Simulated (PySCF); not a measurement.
## Radial density of Sc⁺ (scandium, charge +1)

UHF, [Ar] 3d1 4s1, high-spin 3D determinant. Computed with PySCF 2.14 in 6-31G* (5s4p2d1f, 34 functions), with no relativity, point nucleus.

| r (bohr) | 4πr²ρ (e/bohr) | 4πr²(ρα − ρβ) |
| --- | --- | --- |
| 0.00136 | 0.1335 | 0.0000 |
| 0.00229 | 0.3688 | 0.0001 |
| 0.00385 | 0.9841 | 0.0003 |
| 0.00648 | 2.480 | 0.0008 |
| 0.0109 | 5.847 | 0.0019 |
| 0.0183 | 12.11 | 0.0039 |
| 0.0308 | 20.46 | 0.0061 |
| 0.0519 | 24.73 | 0.0049 |
| 0.0873 | 20.15 | -0.0009 |
| 0.147 | 19.78 | 0.0061 |
| 0.247 | 26.27 | 0.0423 |
| 0.415 | 13.59 | 0.1423 |
| 0.698 | 7.317 | 0.4562 |
| 1.17 | 7.688 | 0.5659 |
| 1.98 | 1.722 | 0.4862 |
| 3.32 | 0.4582 | 0.4358 |
| 5.59 | 0.06872 | 0.0687 |
| 9.40 | 0.0005923 | 0.0006 |
